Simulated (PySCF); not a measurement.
## Where the electron goes

Species: C₃H₇NS₂Si.
Numbering: `[CH2:1]=[N:2][SiH:3]1[S:4][CH2:5][CH2:6][S:7]1` (hydrogens: H8, H9 on C1; H10 on Si3; H11, H12 on C5; H13, H14 on C6)

Structure used (PBE0-D3(BJ)/def2-SVP), in Å, numbered top down from 1:
```
atom  x, y, z in Å
C1    -2.8559   -1.0221    1.2253
N2    -1.6064   -0.8824    1.0979
Si3   -0.8969    0.0966   -0.1766
S4     0.5778   -0.9607   -1.3023
C5     1.9838   -0.3122   -0.3207
C6     1.8596    1.1828   -0.1180
S7     0.2946    1.6295    0.7285
H8    -3.2695   -1.6509    2.0357
H9    -3.6147   -0.5486    0.5633
H10   -1.9764    0.5933   -1.0868
H11    2.0314   -0.8406    0.6432
H12    2.8911   -0.5528   -0.8966
H13    2.6685    1.5537    0.5309
H14    1.9118    1.7131   -1.0805
```

Computed with TDDFT CAM-B3LYP/def2-SVPD, vertical, gas phase, core orbitals frozen in the response (PySCF 2.14.0, density-fitted response routines).

Frontier orbitals with the atoms that hold most of them (Löwdin shares over 4%, at most four atoms; ? is withheld):

```json
{"orbital": "HOMO-3", "ε (eV)": "-9.82", "atoms": "S7 38%, S4 34%, Si3 12%"}
{"orbital": "HOMO-2", "ε (eV)": "-8.87", "atoms": "N2 44%, S4 15%, C1 12%, Si3 7%"}
{"orbital": "HOMO-1", "ε (eV)": "-8.53", "atoms": "?"}
{"orbital": "HOMO", "ε (eV)": "-8.32", "atoms": "S7 44%, S4 30%, C6 7%, Si3 7%"}
{"orbital": "LUMO", "ε (eV)": "?", "atoms": "?"}
{"orbital": "LUMO+1", "ε (eV)": "0.59", "atoms": "S7 29%, S4 28%, Si3 12%, C5 8%"}
{"orbital": "LUMO+2", "ε (eV)": "1.18", "atoms": "S7 28%, S4 23%, Si3 17%, H10 9%"}
```

Q: Which atoms hold the LUMO, and with what shares?

A: C1 (bonded to N and 2 H) 40%; N2 (bonded to C and Si) 30%; Si3 (bonded to N, 2 S and H) 8%; H8 (bonded to C) 6%.

Q: Which atoms hold the HOMO-1, and with what shares?

A: S4 (bonded to C and Si) 28%; S7 (bonded to C and Si) 22%; N2 (bonded to C and Si) 16%; Si3 (bonded to N, 2 S and H) 10%. By element: sulfur 50%, nitrogen 16%, silicon 10%.

Q: What is the LUMO energy, and the HOMO–LUMO gap?

A: ε(LUMO) = -0.06 eV; the gap is 8.26 eV (0.3036 hartree).

Q: The HOMO–LUMO gap is 8.26 eV. Where does the response calculation put the lowest singlet, and from which orbitals?

A: S1 is at 4.07 eV (f = 0.0002), 4.19 eV below the gap, made of HOMO-2→LUMO (61%), HOMO-1→LUMO (34%). Its leading pair isn't HOMO and LUMO; the energies of that pair differ by 8.81 eV. 

Next come S2 at 5.34 eV (f 0.0059), HOMO→LUMO+1 (63%), HOMO→LUMO (18%); S3 at 5.57 eV (f 0.0011), HOMO-1→LUMO+1 (43%), HOMO-1→LUMO (15%), HOMO-2→LUMO+1 (10%); S4 at 5.68 eV (f 0.028), HOMO→LUMO (70%), HOMO→LUMO+1 (15%); S5 at 5.87 eV (f 0.012), HOMO-1→LUMO (42%), HOMO-2→LUMO (26%), HOMO-1→LUMO+1 (11%).

One conformer stands for the species.
